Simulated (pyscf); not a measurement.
Optimised with ωB97X-D3(BJ)/def2-SVP in PySCF. Correlated levels are frozen-core, on RHF or UHF. ΔMP2 is the change of the MP2 total energy from the triple- to the quadruple-zeta basis.

Problem. Estimate the classical barrier height and the reaction energy of `[NH][NH][SiH3]` [doublet] → `[NH2][NH][SiH2]` [doublet] at CCSD(T)/def2-TZVPP + ΔMP2(QZVPP). The step runs on the doublet surface, breaks H–Si and forms H–N; take the reactant's lowest minimum found as zero.

Solution. ΔE‡ = 44.8 kcal/mol, ΔE = +6.7 kcal/mol. Zero-point energy shifts the barrier by -1.6 kcal/mol. It is a hydrogen shift, with an imaginary mode of 1892i cm⁻¹. •HN–NH–SiH₃ lies 46.1 kcal/mol over its isomer H₂N–SiH•–NH₂ (electronic energy, ωB97M-D3(BJ)/def2-TZVP). H₂N–NH–SiH₂• lies 53.8 kcal/mol over its isomer H₂N–SiH•–NH₂ (electronic energy, ωB97M-D3(BJ)/def2-TZVP). One saddle was located; it need not be the lowest between these sides. The CCSD(T) − MP2 part came from Ansatz, without density fitting, on the same reference.
